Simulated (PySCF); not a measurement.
Compound: C7H16BN.
Atom-mapped SMILES: `[CH3:1][N:2]([CH3:3])[BH:4][CH:5]1[CH2:6][CH2:7][CH2:8][CH2:9]1` (hydrogens: H10, H11, H12 on C1; H13, H14, H15 on C3; H16 on B4; H17 on C5; H18, H19 on C6; H20, H21 on C7; H22, H23 on C8; H24, H25 on C9)

Geometry (PBE0-D3(BJ)/def2-SVP, Å), atoms numbered from 1 in this order:
```xyz
25
C7H16BN angstrom
C      3.989    0.263    0.737
N      2.676    0.858    0.640
C      2.698    2.290    0.821
B      1.529    0.095    0.392
C      0.060    0.648    0.242
C     -0.456    0.515   -1.207
C     -1.997    0.412   -1.110
C     -2.315    0.293    0.391
C     -0.995   -0.138    1.031
H      4.448    0.467    1.722
H      3.919   -0.824    0.604
H      4.671    0.668   -0.032
H      3.344    2.775    0.067
H      3.097    2.560    1.815
H      1.690    2.711    0.729
H      1.702   -1.102    0.255
H     -0.030    1.709    0.540
H     -0.122    1.351   -1.841
H     -0.045   -0.402   -1.664
H     -2.495    1.285   -1.559
H     -2.361   -0.469   -1.661
H     -3.146   -0.398    0.601
H     -2.608    1.276    0.795
H     -0.957    0.047    2.116
H     -0.836   -1.221    0.882
```

All values: PBE0/pcSseg-1 (PySCF, non-relativistic), on one gas-phase PBE0-D3(BJ)/def2-SVP geometry that isn't relaxed in the solvent. The solvent is an IEF-PCM continuum (van der Waals radii × 1.2). Only the electrostatic response of the medium enters.

```tsv
run	E − E(gas) (kcal/mol)	HOMO (eV)	HOMO–LUMO gap (eV)	dipole (D)
gas	0.00	-7.15	7.79	1.78
P	-0.66	-7.09	7.74	1.98
Q	-1.46	-7.06	7.68	2.24
```

Problem. The runs were made in cyclohexane and dichloromethane. Which run belongs to which solvent?

Solution. P = cyclohexane, Q = dichloromethane. The dielectric constants are 2.017 (cyclohexane), 8.93 (dichloromethane), and the energy falls further as ε rises. In this model the ground state sees the solvent through ε alone.

Problem. How constant is the ratio of the lowering to (ε − 1)/(2ε + 1)?

Solution. 
```json
{"solvent": "cyclohexane", "(ε − 1)/(2ε + 1)": "0.202", "E − E(gas) (kcal/mol)": "-0.66", "ratio (kcal/mol)": "-3.2", "polarisation term (kcal/mol)": "-0.69"}
{"solvent": "dichloromethane", "(ε − 1)/(2ε + 1)": "0.420", "E − E(gas) (kcal/mol)": "-1.46", "ratio (kcal/mol)": "-3.5", "polarisation term (kcal/mol)": "-1.65"}
```

The ratio changes by +6.6 % in size from cyclohexane to dichloromethane. The polarisation term is half the interaction of the solute with the induced surface charges.
